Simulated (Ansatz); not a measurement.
Start from `C[SiH](N)Br` and change one atom or group to get `N[SiH]([SiH3])Br`.

Ansatz, PBE0-D4/def2-TZVP geometries, multiplicity 1. Each molecule was computed in one conformer, which needn't be the lowest.

Scalar relativity is left out up to krypton.

```
                                                                                  property  `C[SiH](N)Br`
                                                       LUMO energy (B3LYP/def2-TZVPP) / eV           0.36
                                                         HOMO energy (PBE/def2-TZVPP) / eV          -6.34
                                                     LUMO energy (ωB97M-V/def2-TZVPP) / eV           2.12
                                                       HOMO energy (B3LYP/def2-TZVPP) / eV          -7.45
                                            size of the dipole moment (PBE/def2-TZVPP) / D           2.18
ideal-gas entropy at 298 K and 1 bar (rigid rotor, harmonic PBE0-D4/def2-TZVP) / J/(mol·K)            343
```

Question: Give the same properties after the change, and the shifts. (Estimate.)

Answer: The calculation gave: 
```
                                                                                  property  `N[SiH]([SiH3])Br`  shift
                                                       LUMO energy (B3LYP/def2-TZVPP) / eV               -0.48  -0.84
                                                         HOMO energy (PBE/def2-TZVPP) / eV               -6.50  -0.16
                                                     LUMO energy (ωB97M-V/def2-TZVPP) / eV                1.38  -0.74
                                                       HOMO energy (B3LYP/def2-TZVPP) / eV               -7.52  -0.07
                                            size of the dipole moment (PBE/def2-TZVPP) / D                2.07  -0.11
ideal-gas entropy at 298 K and 1 bar (rigid rotor, harmonic PBE0-D4/def2-TZVP) / J/(mol·K)                 368     25
```

Dipoles are sizes alone; their direction can turn.

B3LYP here is the variant with VWN-RPA as its local correlation; programs differ in this.

Spin–orbit coupling is left out; it splits and shifts lone-pair levels of the heavy atoms by tenths of an eV.
